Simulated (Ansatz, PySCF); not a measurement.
Breaking a bond: ClBe (cation, charge +1), lowest singlet found (which spin is the ground state isn't settled by this scan).

Levels: UKS-LDA (SVWN5)/6-31G* = unrestricted LDA (SVWN5)/6-31G*, spherical d run with PySCF; FCI = full CI/cc-pVDZ, frozen core (Ansatz, a quantum-chemistry and plane-wave program).

Energies relative to the lowest point of each curve between 1.42 and 2.15 Å, where full CI is lowest, in kJ/mol:

```tsv
R / Å	UKS-LDA (SVWN5)/6-31G*
1.42	199.7
1.56	45.2
1.64	10.2
1.73	0.0
1.88	25.5
1.94	44.7
2.01	70.8
2.08	99.5
2.22	160.2
2.51	279.6
2.69	338.8
2.89	388.2
```

Q: Predict the corresponding FCI column.

A: 1.42: 225.2; 1.56: 56.7; 1.64: 15.6; 1.73: 0.0; 1.88: 19.2; 1.94: 36.7; 2.01: 61.2; 2.08: 88.6; 2.22: 147.1; 2.51: 259.4; 2.69: 312.6; 2.89: 354.4 (kJ/mol).

The scan ran from 1.42 to 6.71 Å; beyond the distances shown full CI changes its symmetry label. The unrestricted determinant behind UKS-LDA (SVWN5)/6-31G* is spin-contaminated at 2.51 to 2.89 Å (<S²> up to 0.5, against 0.00 for a pure singlet).
